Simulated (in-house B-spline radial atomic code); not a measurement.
Tc⁺. Computed with a B-spline radial atomic code. Model: non-relativistic spherical atom: semilocal Troullier-Martins pseudo-atom, one channel per l, against all electrons, high spin, G0W0 and RPA with empty states to l = 8, local potential for every l without a channel, a model core (radius 0 = none) keeps its share of the functional.

Without relativity these are model numbers for so heavy an element.

What the tables leave out is listed at the end.

The pseudopotential gives back the lowest level of each angular momentum of its own functional in the configuration it was made in; a second state of the same l is only approximately right. Exact exchange, RPA and GW see the smooth pseudo-orbitals and miss the exchange with the core, for which the functional's share stands in. The column with an uncorrelated core keeps all orbitals and exact exchange, and so separates missing core correlation from pseudisation. Only the three outermost levels and the lowest empty one were computed. RPA here is direct RPA, with no exchange kernel, and its energies carry an (l + 1/2)⁻⁴ tail. A hybrid on a potential with a model core restores only its own semilocal share of the core's exchange.

Command:
```bash
python run_psgw.py task.json out
```
Settings (lengths in bohr, energies in hartree):
```
Z                      43
electrons              42
configuration          [Kr] 4d5 5s1
generated_in           [Kr] 4d5 5s2
functional             lda,vwn
core_shells            6
radius_factor          1.15
core_correction        False
ion_configuration      [Kr] 4d5
```

Run time, properties included: 92 s on 1 thread of Arm Neoverse N1, with other jobs on the host.

Given: made with LDA VWN5; model core radius 0 bohr; local radius 1.157 bohr; mean-field start LDA VWN5.

Valence shells of the generating configuration: 4s, 4p, 4d, 5s.

Channel: s 1.108, p 1.185, d 1.436 (radii in bohr).

Computed: largest level miss in the spin-unpolarised generating configuration 0.072 eV; valence RPA correlation energy all-electron orbitals -0.78185 hartree; valence RPA correlation energy pseudo -0.81545 hartree; all-electron RPA polarisability, core included 27.339 bohr³; pseudo-atom RPA polarisability 26.707 bohr³; ionisation by RPA all-electron 15.271 eV; ionisation by RPA pseudo minus all 0.082 eV.

```json
{"level": "5s up", "occupied": "1", "mean-field all-electron (eV)": "-11.952", "mean-field pseudo minus all (eV)": "-0.125", "G0W0 all-electron (eV)": "-15.415", "G0W0 uncorrelated core minus all (eV)": "0.041", "G0W0 pseudo minus all (eV)": "-0.148", "exchange self-energy all-electron (eV)": "-12.035", "exchange self-energy pseudo (eV)": "-11.28"}
{"level": "4d up", "occupied": "1", "mean-field all-electron (eV)": "-15.825", "mean-field pseudo minus all (eV)": "-0.076", "G0W0 all-electron (eV)": "-21.024", "G0W0 uncorrelated core minus all (eV)": "0.089", "G0W0 pseudo minus all (eV)": "-0.323", "exchange self-energy all-electron (eV)": "-29.674", "exchange self-energy pseudo (eV)": "-26.781"}
{"level": "4d down (empty)", "occupied": "0", "mean-field all-electron (eV)": "-12.397", "mean-field pseudo minus all (eV)": "0.118", "G0W0 all-electron (eV)": "-8.0083", "G0W0 uncorrelated core minus all (eV)": "0.105", "G0W0 pseudo minus all (eV)": "-0.195", "exchange self-energy all-electron (eV)": "-10.519", "exchange self-energy pseudo (eV)": "-7.489"}
```

**Question.** What is the ionisation by mean-field all-electron?

**Answer.** 15.312 eV.

**Question.** What is the ionisation by mean-field pseudo minus all?

**Answer.** 0.155 eV.

Given: mean-field start PBE0.

Computed: valence RPA correlation energy all-electron orbitals -0.7353 hartree; all-electron RPA polarisability, core included 24.718 bohr³; pseudo-atom RPA polarisability 24.211 bohr³; ionisation by mean-field all-electron 14.757 eV; ionisation by RPA all-electron 15.122 eV; ionisation by RPA pseudo minus all 0.085 eV.

```
          level  occupied  mean-field all-electron (eV)  mean-field pseudo minus all (eV)  G0W0 all-electron (eV)  G0W0 uncorrelated core minus all (eV)  G0W0 pseudo minus all (eV)  exchange self-energy all-electron (eV)  exchange self-energy pseudo (eV)
          5s up         1                       -12.323                            -0.107                 -15.227                                   0.04                      -0.105                                 -11.742                           -11.014
          4d up         ?                             ?                                 ?                       ?                                      ?                           ?                                       ?                                 ?
        4p down         1                       -51.962                             0.041                 -56.068                                  0.242                       0.078                                 -36.939                           -30.398
4d down (empty)         0                       -9.9951                            -0.045                 -7.3069                                  0.105                      -0.058                                 -10.018                           -7.3146
```

**Question.** What belongs in the row 4d up?

**Answer.** occupied: 1; mean-field all-electron (eV): -17.485; mean-field pseudo minus all (eV): -0.113; G0W0 all-electron (eV): -21.345; G0W0 uncorrelated core minus all (eV): 0.097; G0W0 pseudo minus all (eV): -0.203; exchange self-energy all-electron (eV): -29.916; exchange self-energy pseudo (eV): -27.147.

**Question.** What is the ionisation by mean-field pseudo minus all?

**Answer.** 0.126 eV.

**Question.** What is the valence RPA correlation energy pseudo?

**Answer.** -0.76866 hartree.

Given: mean-field start Hartree-Fock.

Computed: valence RPA correlation energy all-electron orbitals -0.63177 hartree; all-electron RPA polarisability, core included 19.391 bohr³; pseudo-atom RPA polarisability 19.075 bohr³; ionisation by mean-field pseudo minus all 0.08 eV; ionisation by RPA all-electron 14.809 eV; ionisation by RPA pseudo minus all 0.081 eV.

```
          level  occupied  mean-field all-electron (eV)  mean-field pseudo minus all (eV)  G0W0 all-electron (eV)  G0W0 uncorrelated core minus all (eV)  G0W0 pseudo minus all (eV)  exchange self-energy all-electron (eV)  exchange self-energy pseudo (eV)
          5s up         1                        -13.88                            -0.079                 -14.982                                  0.038                      -0.062                                   -11.1                           -10.437
          4d up         ?                             ?                                 ?                       ?                                      ?                           ?                                       ?                                 ?
        4p down         1                       -57.734                             0.201                 -57.207                                  0.255                       0.306                                 -36.656                           -30.401
5s down (empty)         0                       -5.2813                            -0.042                 -6.4583                                  0.017                      -0.034                                -0.79258                          -0.49153
```

**Question.** What belongs in the row 4d up?

**Answer.** occupied: 1; mean-field all-electron (eV): -22.036; mean-field pseudo minus all (eV): -0.222; G0W0 all-electron (eV): -22.062; G0W0 uncorrelated core minus all (eV): 0.103; G0W0 pseudo minus all (eV): -0.101; exchange self-energy all-electron (eV): -30.069; exchange self-energy pseudo (eV): -27.48.

**Question.** What is the valence RPA correlation energy pseudo?

**Answer.** -0.66202 hartree.

**Question.** What is the ionisation by mean-field all-electron?

**Answer.** 13.711 eV.

Among the listed levels the largest G0W0 shift of the pseudo-atom is -0.32 eV, for 4d up on the LDA VWN5 start, while leaving the core uncorrelated moves that level by +0.09 eV. So pseudisation and the lost core exchange, not the missing core correlation, make the error. Not in the tables (levels of low weight, unsolved or above zero; the highest and the empty levels are kept at any weight): on LDA the G0W0 levels 4p down (pseudo minus all -0.06 eV, weights 0.72 and 0.74).
